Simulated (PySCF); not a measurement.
# `[BH3-][P+](C)(C)C=C`, C4H12BP

Geometry:
```json
{"atom": "B1", "x (Å)": "0.081", "y (Å)": "-1.010", "z (Å)": "1.818"}
{"atom": "P2", "x (Å)": "0.205", "y (Å)": "-0.209", "z (Å)": "0.073"}
{"atom": "C3", "x (Å)": "1.041", "y (Å)": "-1.213", "z (Å)": "-1.215"}
{"atom": "C4", "x (Å)": "1.154", "y (Å)": "1.365", "z (Å)": "0.017"}
{"atom": "C5", "x (Å)": "-1.336", "y (Å)": "0.235", "z (Å)": "-0.779"}
{"atom": "C6", "x (Å)": "-2.245", "y (Å)": "1.017", "z (Å)": "-0.219"}
{"atom": "H7", "x (Å)": "1.218", "y (Å)": "-1.188", "z (Å)": "2.134"}
{"atom": "H8", "x (Å)": "-0.479", "y (Å)": "-0.205", "z (Å)": "2.495"}
{"atom": "H9", "x (Å)": "-0.537", "y (Å)": "-2.017", "z (Å)": "1.668"}
{"atom": "H10", "x (Å)": "1.099", "y (Å)": "-0.682", "z (Å)": "-2.165"}
{"atom": "H11", "x (Å)": "0.485", "y (Å)": "-2.140", "z (Å)": "-1.346"}
{"atom": "H12", "x (Å)": "2.044", "y (Å)": "-1.460", "z (Å)": "-0.872"}
{"atom": "H13", "x (Å)": "2.145", "y (Å)": "1.179", "z (Å)": "0.426"}
{"atom": "H14", "x (Å)": "0.650", "y (Å)": "2.096", "z (Å)": "0.647"}
{"atom": "H15", "x (Å)": "1.235", "y (Å)": "1.750", "z (Å)": "-0.998"}
{"atom": "H16", "x (Å)": "-1.503", "y (Å)": "-0.213", "z (Å)": "-1.751"}
{"atom": "H17", "x (Å)": "-3.175", "y (Å)": "1.265", "z (Å)": "-0.707"}
{"atom": "H18", "x (Å)": "-2.091", "y (Å)": "1.435", "z (Å)": "0.763"}
```

Computed, not measured: GIAO HCTH407/3-21G magnetisability, rotational g tensor and spin-rotation constants, non-relativistic, gas phase (PySCF). Geometry: GFN2-xTB.

(1) Give the nuclear spin-rotation constants along the inertial axes (H = +C I·J) beside the isotropic shieldings.

Results:

(1) Rotational constants 3.1375, 2.1679, 2.0134 GHz. A star marks the isotopologue with that one atom substituted, in its own axes.
```csv
atom,isotope,Caa (kHz),Cbb (kHz),Ccc (kHz),mean (kHz),σ (ppm)
B1,11B,0.267,0.195,0.182,0.215,158.4
P2,31P,3.832,2.602,2.631,3.022,452.1
H7,1H,-0.010,-0.206,-0.188,-0.135,31.9
H8,1H,-0.176,-0.128,-0.145,-0.150,31.6
H9,1H,-0.322,-0.198,0.011,-0.170,31.8
H10,1H,-0.355,-0.001,-0.247,-0.201,32.1
H11,1H,-0.370,-0.276,0.028,-0.206,31.9
H12,1H,0.027,-0.279,-0.232,-0.162,32.1
H13,1H,-0.021,-0.277,-0.199,-0.166,32.0
H14,1H,-0.207,-0.212,-0.136,-0.185,31.9
H15,1H,-0.387,0.018,-0.239,-0.203,32.0
H16,1H,-0.329,-0.025,-0.056,-0.137,27.0
H17,1H,0.180,-0.207,-0.194,-0.074,26.6
H18,1H,-0.327,-0.008,-0.060,-0.132,26.8
C3,13C*,0.335,0.214,0.219,0.256,190.7
C5,13C*,0.933,0.551,0.456,0.647,89.4
C6,13C*,1.016,0.519,0.423,0.653,89.2
```
For the geometry as given, no vibrational averaging.
